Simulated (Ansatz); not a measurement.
# Nudged elastic band run: CH5BrZn

Input file:

```yaml
crystal:
  periodic: [false, false, false]
  atoms:
    - { symbol: Zn, position_ang: [-0.187148, -0.44173, 0.02622] }
    - { symbol: H, position_ang: [-0.727233, -0.725833, -1.401351] }
    - { symbol: C, position_ang: [0.484134, -0.093783, 1.807825] }
    - { symbol: H, position_ang: [-0.724465, 0.254567, -2.877418] }
    - { symbol: Br, position_ang: [-0.710275, 1.07135, -4.069062] }
    - { symbol: H, position_ang: [-0.209634, 0.526015, 2.377085] }
    - { symbol: H, position_ang: [1.440803, 0.428817, 1.772003] }
    - { symbol: H, position_ang: [0.633817, -1.019601, 2.364499] }
basis:
  gaussian: { orbitals: def2-mTZVP }
hamiltonian:
  xc: cam_b3lyp
  dispersion: d4
neb:
  order_check: false
  images: 5
  f_tol: 0.03
  max_iterations: 60
  final_atoms:
    - { symbol: Zn, position_ang: [0.29649613, 0.99493136, -0.34879043] }
    - { symbol: H, position_ang: [-1.23427969, -1.86630181, -1.70011863] }
    - { symbol: C, position_ang: [0.47280041, 0.17919969, 1.39115371] }
    - { symbol: H, position_ang: [-1.14768128, -1.30274109, -2.1793913] }
    - { symbol: Br, position_ang: [0.09108003, 1.94876635, -2.37594968] }
    - { symbol: H, position_ang: [-0.27430203, 0.57313484, 2.07908241] }
    - { symbol: H, position_ang: [1.45891271, 0.37248818, 1.81143223] }
    - { symbol: H, position_ang: [0.33697273, -0.89967552, 1.32238268] }
  initial_path:
    images:
      - { positions_ang: [[-0.187148, -0.44173, 0.02622], [-0.727233, -0.725833, -1.401351], [0.484134, -0.093783, 1.807825], [-0.724465, 0.254567, -2.877418], [-0.710275, 1.07135, -4.069062], [-0.209634, 0.526015, 2.377085], [1.440803, 0.428817, 1.772003], [0.633817, -1.019601, 2.364499]] }
      - { positions_ang: [[-0.17610549, -0.2326907, -0.09563873], [-0.7793348, -0.86707121, -1.49040747], [0.47608245, -0.04676429, 1.72820864], [-0.75675377, 0.00154795, -2.71753488], [-0.5806482, 1.16848036, -3.68046229], [-0.21085, 0.54687515, 2.32518591], [1.44569511, 0.4407433, 1.73456121], [0.5819137, -1.01131855, 2.19588861]] }
      - { positions_ang: [[-0.16506298, -0.0236514, -0.21749745], [-0.8314366, -1.00830943, -1.57946395], [0.46803091, 0.00025443, 1.64859229], [-0.78904255, -0.2514711, -2.55765176], [-0.45102141, 1.26561072, -3.29186258], [-0.212066, 0.56773529, 2.27328681], [1.45058722, 0.45266959, 1.69711941], [0.53001041, -1.0030361, 2.02727823]] }
      - { positions_ang: [[-0.15402047, 0.18538789, -0.33935618], [-0.8835384, -1.14954764, -1.66852042], [0.45997936, 0.04727314, 1.56897593], [-0.82133132, -0.50449015, -2.39776864], [-0.32139461, 1.36274109, -2.90326287], [-0.213282, 0.58859544, 2.22138772], [1.45547933, 0.46459589, 1.65967762], [0.47810711, -0.99475365, 1.85866784]] }
      - { positions_ang: [[-0.00384827, 0.45523571, -0.34250093], [-1.00045217, -1.3884657, -1.67905316], [0.46425304, 0.09124866, 1.50970186], [-0.93011464, -0.7705738, -2.32497619], [-0.18390307, 1.55808284, -2.72749181], [-0.23362201, 0.58344191, 2.17395261], [1.45662379, 0.43389332, 1.71026249], [0.43106232, -0.96306094, 1.67990612]] }
      - { positions_ang: [[0.14632393, 0.72508354, -0.34564568], [-1.11736593, -1.62738375, -1.68958589], [0.46852673, 0.13522417, 1.45042779], [-1.03889796, -1.03665744, -2.25218374], [-0.04641152, 1.75342459, -2.55172074], [-0.25396202, 0.57828837, 2.12651751], [1.45776825, 0.40319075, 1.76084736], [0.38401752, -0.93136823, 1.5011444]] }
      - { positions_ang: [[0.29649613, 0.99493136, -0.34879043], [-1.23427969, -1.86630181, -1.70011863], [0.47280041, 0.17919969, 1.39115371], [-1.14768128, -1.30274109, -2.1793913], [0.09108003, 1.94876635, -2.37594968], [-0.27430203, 0.57313484, 2.07908241], [1.45891271, 0.37248818, 1.81143223], [0.33697273, -0.89967552, 1.32238268]] }
```

Run as:

```bash
$ ansatz run input.yaml --threads 4 --pin off --max-ram 5120MiB --backend cpu --events-out ev --progress --plain --runs-dir out
```

Output, in part (warnings, iteration lines, the closing report on the highest movable image, with atoms numbered from 0):

```
NEB end point (image 0): max|allowed force component| = 5.801e-3 eV/Å (the criterion of neb.relax_end_points is 1.000e-2)
NEB end point (image 6): max|allowed force component| = 1.055e-2 eV/Å (the criterion of neb.relax_end_points is 1.000e-2)
NEB iter   1: max|band force component| = 2.363e0 eV/Å  barrier→ = 0.8513 eV  barrier← = 2.3013 eV  Δτ_max = 0.2000 Å  (190 SCF iters)
NEB iter   2: max|band force component| = 1.241e0 eV/Å  barrier→ = 0.4747 eV  barrier← = 1.9248 eV  Δτ_max = 0.1923 Å  (160 SCF iters)
NEB iter   3: max|band force component| = 9.291e-1 eV/Å  barrier→ = 0.2541 eV  barrier← = 1.7041 eV  Δτ_max = 0.1363 Å  (162 SCF iters)
NEB iter   4: max|band force component| = 1.008e0 eV/Å  barrier→ = 0.2917 eV  barrier← = 1.7417 eV  CI = image 3  Δτ_max = 0.1959 Å  (162 SCF iters)
NEB iter   5: max|band force component| = 1.107e0 eV/Å  barrier→ = 0.3688 eV  barrier← = 1.8188 eV  CI = image 3  Δτ_max = 0.0991 Å  (156 SCF iters)
NEB iter   6: max|band force component| = 5.053e-1 eV/Å  barrier→ = 0.3565 eV  barrier← = 1.8065 eV  CI = image 3  Δτ_max = 0.0515 Å  (161 SCF iters)
NEB iter   7: max|band force component| = 1.714e-1 eV/Å  barrier→ = 0.3291 eV  barrier← = 1.7791 eV  CI = image 3  Δτ_max = 0.0728 Å  (149 SCF iters)
NEB iter   8: max|band force component| = 1.903e-1 eV/Å  barrier→ = 0.3264 eV  barrier← = 1.7765 eV  CI = image 3  Δτ_max = 0.0365 Å  (143 SCF iters)
NEB iter   9: max|band force component| = 4.249e-2 eV/Å  barrier→ = 0.3255 eV  barrier← = 1.7755 eV  CI = image 3  Δτ_max = 0.0549 Å  (140 SCF iters)
NEB iter  10: max|band force component| = 3.685e-2 eV/Å  barrier→ = 0.3256 eV  barrier← = 1.7757 eV  CI = image 3  Δτ_max = 0.0150 Å  (139 SCF iters)
NEB iter  11: max|band force component| = 1.946e-2 eV/Å  barrier→ = 0.3254 eV  barrier← = 1.7754 eV  CI = image 3  Δτ_max = 0.0000 Å  (257 SCF iters)
Total energy: -119589.91073926 eV, -4394.8481587149 hartree
Atom 0 at    -0.257443    -0.389954    -0.347717 Å, force     0.008616    -0.004910     0.014954 eV/Å
Atom 1 at    -0.939499    -1.144718    -1.653550 Å, force    -0.011470     0.003626     0.004867 eV/Å
Atom 2 at     0.420201     0.018089     1.415365 Å, force    -0.012385    -0.013884    -0.014277 eV/Å
Atom 3 at    -0.712194    -0.175363    -2.191762 Å, force     0.012604    -0.011773    -0.002802 eV/Å
Atom 4 at    -0.172199     1.366777    -2.503786 Å, force    -0.006052     0.016529    -0.010931 eV/Å
Atom 5 at    -0.294269     0.636719     1.957235 Å, force    -0.000094     0.006014     0.001058 eV/Å
Atom 6 at     1.352906     0.573076     1.328670 Å, force     0.007973     0.005886     0.006068 eV/Å
Atom 7 at     0.602497    -0.884823     1.995346 Å, force     0.000808    -0.001488     0.001064 eV/Å
Dipole moment:    -0.061891    -0.416743     0.378795 e Å
```

It converged. A vibrational analysis at the climbing image gives one clearly imaginary mode, 820i cm⁻¹, and a faint second one (25i cm⁻¹) that may be numerical noise or a soft torsion: probably a first-order saddle point. The orbitals stay closed-shell, which can raise the energy where a bond breaks towards radicals; this wasn't checked here.

Final band (atoms are numbered from 1 in the order of the input):

```
image  path coordinate (Å)  energy (eV)  Zn1–H2 (Å)  H4–Br5 (Å)  Zn1–Br5 (Å)
    0                 0.00         0.00        1.55        1.44         4.40
    1                 0.88         0.01        1.55        1.44         4.06
    2                 1.75         0.03        1.56        1.44         3.58
    3                 2.63         0.33        1.66        1.66         2.78
    4                 3.46        -0.81        2.12        2.33         2.35
    5                 4.28        -1.35        2.80        2.82         2.26
    6                 5.10        -1.45        3.52        3.49         2.25
```

Run time: 3.2 min on 4 threads of Arm Neoverse N1, with other jobs on the host, peak memory 0.3 GiB.
